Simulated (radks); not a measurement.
The numbers below are computed, except where a source is named.
The iridium ion Ir12+ is in [Kr] 4d10 4f14 5s2 5p3. Level of theory: scalar-relativistic Kohn-Sham, LDA (Slater exchange, Perdew-Wang correlation), spin-polarised, spherical densities, finite nucleus; Fermi nuclear charge, rms radius of each element as measured or else 0.836 A^(1/3) + 0.57 fm (a radial shooting solver on a logarithmic mesh with Libxc functionals). Open shells are filled with parallel spins first. One electron is removed from 5p, 5s, 4f, 4d in turn, with full relaxation. Which removal costs least, and what does each cost?

Answer. 5p 264.66 eV; 4f 294.71 eV; 5s 310.60 eV; 4d 525.03 eV. The 5p electron leaves first.
